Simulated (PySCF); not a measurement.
# Electron correlation in Ga (gallium, neutral)

Starting occupation: [Ar] 3d10 4s2 4p1, 4p3/2 with m_j = +3/2. All numbers are calculated (PySCF 2.14, X2C-1e with screened-nucleus spin-orbit coupling, Gaussian nucleus, in x2c-TZVPall-2c with one added diffuse shell each of s, p, d type (7s8p5d1f, 63 functions)). Frozen: [Ne]; 21 electrons correlated.

MP2 pair energies summed by pair of shells (mhartree):

```json
{"pair": "3d3/2-3d5/2", "energy": "-66.26", "share (%)": "18.6"}
{"pair": "3d5/2-3d5/2", "energy": "-45.40", "share (%)": "12.7"}
{"pair": "3d5/2-3p3/2", "energy": "-37.10", "share (%)": "10.4"}
{"pair": "3d3/2-3p3/2", "energy": "-25.05", "share (%)": "7.0"}
{"pair": "4s1/2-4s1/2", "energy": "-20.33", "share (%)": "5.7"}
{"pair": "3d5/2-3p1/2", "energy": "-19.19", "share (%)": "5.4"}
{"pair": "3d3/2-3d3/2", "energy": "-18.46", "share (%)": "5.2"}
{"pair": "4p3/2-4s1/2", "energy": "-15.76", "share (%)": "4.4"}
{"pair": "3p1/2-3p3/2", "energy": "-14.15", "share (%)": "4.0"}
{"pair": "3d5/2-4s1/2", "energy": "-12.96", "share (%)": "3.6"}
{"pair": "3d5/2-3s1/2", "energy": "-12.95", "share (%)": "3.6"}
{"pair": "3p3/2-3p3/2", "energy": "-12.50", "share (%)": "3.5"}
{"pair": "3d3/2-3p1/2", "energy": "-11.98", "share (%)": "3.4"}
{"pair": "3p3/2-3s1/2", "energy": "-8.75", "share (%)": "2.5"}
{"pair": "3d3/2-3s1/2", "energy": "-8.55", "share (%)": "2.4"}
{"pair": "3d3/2-4s1/2", "energy": "-8.44", "share (%)": "2.4"}
{"pair": "3p1/2-3s1/2", "energy": "-4.42", "share (%)": "1.2"}
{"pair": "3d5/2-4p3/2", "energy": "-3.26", "share (%)": "0.9"}
{"pair": "3p1/2-3p1/2", "energy": "-2.79", "share (%)": "0.8"}
{"pair": "3p3/2-4s1/2", "energy": "-2.42", "share (%)": "0.7"}
{"pair": "3d3/2-4p3/2", "energy": "-1.98", "share (%)": "0.6"}
{"pair": "3s1/2-3s1/2", "energy": "-1.72", "share (%)": "0.5"}
{"pair": "3p1/2-4s1/2", "energy": "-1.16", "share (%)": "0.3"}
{"pair": "3s1/2-4s1/2", "energy": "-0.50", "share (%)": "0.1"}
{"pair": "3p3/2-4p3/2", "energy": "-0.42", "share (%)": "0.1"}
{"pair": "3p1/2-4p3/2", "energy": "-0.23", "share (%)": "0.1"}
{"pair": "3s1/2-4p3/2", "energy": "-0.11", "share (%)": "0.0"}
```

Total MP2 correlation energy: -356.84 mhartree.

This basis was not built for core-valence correlation, so the inner-shell part is incomplete.
